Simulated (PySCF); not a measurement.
# Correlation energy of S (sulfur, neutral)

[Ne] 3s1 3p5, high-spin 3P determinant (an excited configuration). Calculation: PySCF 2.14, in aug-cc-pCVTZ-DK with one added diffuse shell each of s, p, d, f type (9s8p6d4f, 91 functions); the spin-free X2C one-electron Hamiltonian (Gaussian nucleus). Frozen: 1s2; 14 electrons correlated.

```csv
level,correlation energy (mhartree)
CCSD,-506.93
(T),-30.36
CCSD(T),-537.29
```

Diagnostics: T1 = 0.021, D1 = 0.0734, largest double amplitude 0.185.

A double-excitation amplitude exceeds 0.15, a sign of near-degeneracy.

Cost of the coupled-cluster step: about 110 core-seconds, for 14 correlated electrons.
